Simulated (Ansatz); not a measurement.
Relaxation of C₂H₃LiN (7 atoms, charge 1, multiplicity 1), to a largest force component of 0.02 eV/Å in at most 40 steps.

All numbers below come from RKS PBE/6-31G* in Ansatz.

```xyz
7
Properties=species:S:1:pos:R:3:forces:R:3
Li -0.006 -0.020 -2.711 0.00 0.02 0.10
C 0.109 -0.214 0.009 -0.07 0.10 0.05
C -0.204 0.425 1.272 0.74 -1.49 -3.29
N -0.444 0.919 2.269 -0.90 1.84 3.70
H 0.484 -1.219 0.221 0.14 -0.38 -0.22
H -0.832 -0.275 -0.573 -0.11 -0.12 -0.15
H 0.893 0.384 -0.487 0.19 0.02 -0.19
```

Task: Where does it end, and by what steps?

Result: It converged. Limits of this set-up: the dipole of an ion depends on the origin. After 26 steps the energy has fallen by 2.269 eV; Li1 moved furthest, 4.19 Å. Joined: Li1–N4.

| step | energy less start (eV) | largest force component (eV/Å) | accepted |
| --- | --- | --- | --- |
| 0 | 0.0000 | 3.700 | yes |
| 1 | -0.0874 | 0.294 | yes |
| 2 | -0.0962 | 0.217 | yes |
| 3 | -0.1120 | 0.227 | yes |
| 4 | -0.1317 | 0.300 | yes |
| 5 | -0.1593 | 0.335 | yes |
| 6 | -0.1974 | 0.291 | yes |
| 7 | -0.2457 | 0.225 | yes |
| 8 | -0.3084 | 0.211 | yes |
| 9 | -0.3886 | 0.236 | yes |
| 10 | -0.4906 | 0.282 | yes |
| 11 | -0.6138 | 0.504 | yes |
| 12 | -0.7539 | 0.487 | yes |
| 13 | -0.9134 | 0.566 | yes |
| 14 | -1.1053 | 0.768 | yes |
| 15 | -1.2767 | 0.617 | yes |
| 16 | -1.4702 | 0.568 | yes |
| 17 | -1.6191 | 0.399 | yes |
| 18 | -1.7619 | 0.389 | yes |
| 19 | -1.8824 | 0.287 | yes |
| 20 | -1.9935 | 0.247 | yes |
| 21 | -2.0937 | 0.558 | yes |
| 22 | -2.1731 | 0.664 | yes |
| 23 | -2.2401 | 0.217 | yes |
| 24 | -2.2664 | 0.138 | yes |
| 25 | -2.2686 | 0.023 | yes |
| 26 | -2.2686 | 0.001 | yes |

```xyz
7
Properties=species:S:1:pos:R:3
Li -1.255 3.221 -0.368
C 0.386 -0.991 0.113
C -0.137 0.352 -0.039
N -0.559 1.436 -0.162
H 0.472 -1.242 1.184
H -0.290 -1.715 -0.374
H 1.383 -1.061 -0.354
```

Run time: 35 s on 1 thread of Arm Neoverse V1 (shared host), peak memory 0.11 GiB.
